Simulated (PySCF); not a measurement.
CsF, charge +1, doublet, at a GFN2-xTB geometry (such geometries of metal compounds can be far from the true shape) (a state made from the parent by changing its charge; the spin is typed, not shown lowest) (core potentials on Cs). Base run: PBE/def2-SV(P) in PySCF.

Input for PySCF:
```python
from pyscf import gto, scf, dft

mol = gto.Mole()
mol.atom = '''
    Cs   -0.00000000   -0.00000000   -0.51352531
    F     0.00000000    0.00000000    3.13821024
'''
mol.basis = 'def2-sv(p)'
mol.ecp = {'Cs': 'def2-sv(p)'}
mol.charge = 1
mol.spin = 1
mol.verbose = 4
mol.build()

mf = dft.UKS(mol)
mf.xc = 'pbe'
mf.kernel()
mf.analyze()
```

Each row names what was changed in the base input (with any setting that the change needs).

```tsv
change	basis functions	E (Eh)	HOMO (eV)
base	38	-119.54749	-13.66
basis = x2c-SVPall; relativity = spin-free X2C (without mol.ecp = {'Cs': 'def2-sv(p)'})	68	-7885.09412	-13.57
basis = ANO-RCC-VDZP; relativity = none (without mol.ecp = {'Cs': 'def2-sv(p)'})	61	-7349.81851	-14.17
basis = x2c-SVPall; relativity = spin-free X2C; nucleus = Gaussian (with mol.nucmod = 'G'; without mol.ecp = {'Cs': 'def2-sv(p)'})	68	-7884.85114	-13.57
basis = ANO-RCC-VDZP; relativity = spin-free X2C; nucleus = Gaussian (with mol.nucmod = 'G'; without mol.ecp = {'Cs': 'def2-sv(p)'})	61	-7885.02832	-14.13
basis = jorge-DZP-DKH; relativity = spin-free X2C; nucleus = Gaussian (with mol.nucmod = 'G'; without mol.ecp = {'Cs': 'def2-sv(p)'})	56	-7882.92978	-13.76
basis = x2c-SVPall; relativity = none (without mol.ecp = {'Cs': 'def2-sv(p)'})	68	-7401.17876	-13.59
basis = ANO-RCC-VDZP; relativity = spin-free X2C (without mol.ecp = {'Cs': 'def2-sv(p)'})	61	-7885.33410	-14.13
basis = jorge-DZP-DKH; relativity = spin-free X2C (without mol.ecp = {'Cs': 'def2-sv(p)'})	56	-7883.18535	-13.76
basis = jorge-DZP-DKH; relativity = none (without mol.ecp = {'Cs': 'def2-sv(p)'})	56	-7544.02428	-13.72
```

Absolute energies of different levels of theory aren't comparable as measures of quality.

Open shells are given as the SCF converged; they aren't shown to be the lowest states, and a large step between rows can be another state.

Basis sets contracted for a relativistic Hamiltonian are a mismatch without it, so the rows without relativity aren't non-relativistic limits. No row has spin-orbit coupling; sets with core potentials leave out the core electrons.
